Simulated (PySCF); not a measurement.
HgBr₂, optimised at PBE/def2-SVP:

```xyz
3

Hg     0.0000     0.0000     0.0000
Br     1.4354     1.4383    -1.3444
Br    -1.4354    -1.4383     1.3444
```

Computed with PySCF and rigid-rotor harmonic-oscillator thermochemistry at 1 bar. All species are closed-shell singlets. Hg: scalar-relativistic def2 core potential, no spin-orbit coupling. Br: all electrons, no relativistic terms.

**Question.** List the harmonic frequencies (cm⁻¹, unscaled) at this level and at the other levels, each on its own geometry.

**Answer.** 
- PBE/def2-SVP: 65, 65, 202, 273
- PBE0/def2-TZVP: 66, 66, 218, 289
